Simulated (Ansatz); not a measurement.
`N[SiH](F)Cl` + H–F → `N[SiH](F)F` + HCl at 500 K and 1 bar (ligand exchange at the Si–Cl bond).

Computed with Ansatz on PBE0-D4/def2-TZVP structures; ΔE is electronic, products minus reactants. CCSD(T)/CBS adds triple-zeta CCSD(T) − MP2 to the extrapolated MP2 energy (def2 sets, frozen cores). This one scheme is used for every species. Each species was taken in one conformer, which may not be the lowest.

| species | CCSD(T)/CBS energy (Eh) | H − E (kJ/mol) | S (J/(mol·K)) |
| --- | --- | --- | --- |
| `N[SiH](F)Cl` | -905.31614 | 141.3 | 367.1 |
| H–F | -100.39570 | 39.4 | 188.7 |
| `N[SiH](F)F` | -545.34917 | 143.1 | 355.2 |
| HCl | -460.38127 | 32.5 | 201.9 |

H − E and S are ideal-gas, rigid-rotor, harmonic terms from PBE0-D4/def2-TZVP, for one conformer and one mirror image of each species. 1 Eh = 2625.50 kJ/mol, R = 8.31446 J/(mol·K).

Q: By hand: ΔE, ΔH, ΔS and ΔG.

A: ΔE = (-545.34917) + (-460.38127) − (-905.31614) − (-100.39570) = -0.01860 Eh = -48.8 kJ/mol. Δ(H − E) = 143.1 + 32.5 − 141.3 − 39.4 = -5.1, so ΔH = -53.9 kJ/mol. ΔS = 355.2 + 201.9 − 367.1 − 188.7 = 1.3 J/(mol·K). ΔG = -53.9 − 500 × (1.3)/1000 = -54.5 kJ/mol.

Q: By hand: the equilibrium constant, and the temperature at which ΔG would vanish if ΔH and ΔS stayed fixed.

A: log₁₀ K = −ΔG/(RT ln 10) = 5.7. ΔH and −TΔS have one sign here, so there is no such temperature. One of them is within its doubt of zero, so this could turn.

The number of gas molecules stays the same, so ΔS is small and ΔH decides. A doubt of 5 kJ/mol in ΔE shifts log₁₀ K by 0.5 here. Other conformers and mirror images would add mixing entropy, several J/(mol·K) or more a flexible species. These are equilibria of isolated gas molecules and say nothing of rates. Largest T1 diagnostic: 0.011 (customary marks: 0.02 for closed shells, 0.045 for open ones).
